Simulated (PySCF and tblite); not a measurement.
C₆H₅N, numbered as in [CH:1]#[C:2]/[CH:3]=[C:4](\[CH3:5])[C:6]#[N:7].

First level. Search: ETKDG and KDG, MMFF94s, GFN2-xTB, 45 starts; geometries at GFN2-xTB. Weights use PBE0-D3(BJ)/pcSseg-1 energies plus GFN2-xTB zero-point and thermal terms (modes under about 100 cm⁻¹ blended into free rotors). Symmetry numbers and mirror images are counted. Conformers within 2.5 kcal/mol (GFN2-xTB free energy) were kept, 6 at most. GIAO shieldings: PBE0/pcSseg-1. Shifts are against TMS (¹H), TMS (¹³C), NH3 (¹⁵N) at the same level. Programs: PySCF with density fitting and tblite.

It gives, at 298.15 K, with 1 conformer (largest weight 100 %): ¹H: 6.34 (H3, 1H), 3.70 (H1, 1H), 2.30 (H5, 3H) ppm. ¹³C: 132.2 (C4), 131.0 (C3), 124.4 (C6), 105.4 (C1), 83.3 (C2), 22.0 (C5) ppm. ¹⁵N: 326.5 (N7) ppm.

Second level: GFN2-xTB geometries, energies PBE0-D3(BJ)/cc-pVDZ, fitting basis def2-universal-jkfit, shieldings PBE0/cc-pVDZ, fitting basis def2-universal-jkfit, on up to 6 of the same conformers.

(1) How do the averaged shifts change?

Unscaled ¹⁵N shifts at such levels can be off by tens of ppm; differences between conformers or isomers are more reliable. Shifts are unscaled: against experiment ¹³C can be off by 15 ppm or more and ¹H by 0.8 ppm.

Answers

(1) 
| signal | first | second | change (ppm) |
| --- | --- | --- | --- |
| H1 | 3.70 | 3.44 | -0.26 |
| H3 | 6.34 | 6.21 | -0.13 |
| H5 | 2.30 | 2.14 | -0.16 |
| C1 | 105.4 | 97.3 | -8.2 |
| C2 | 83.3 | 77.7 | -5.6 |
| C3 | 131.0 | 124.1 | -6.9 |
| C4 | 132.2 | 128.3 | -3.9 |
| C5 | 22.0 | 20.7 | -1.3 |
| C6 | 124.4 | 114.5 | -9.9 |
| N7 | 326.5 | 298.8 | -27.8 |


¹⁵N shifts are against a computed isolated NH3 molecule, about 20 ppm from the liquid.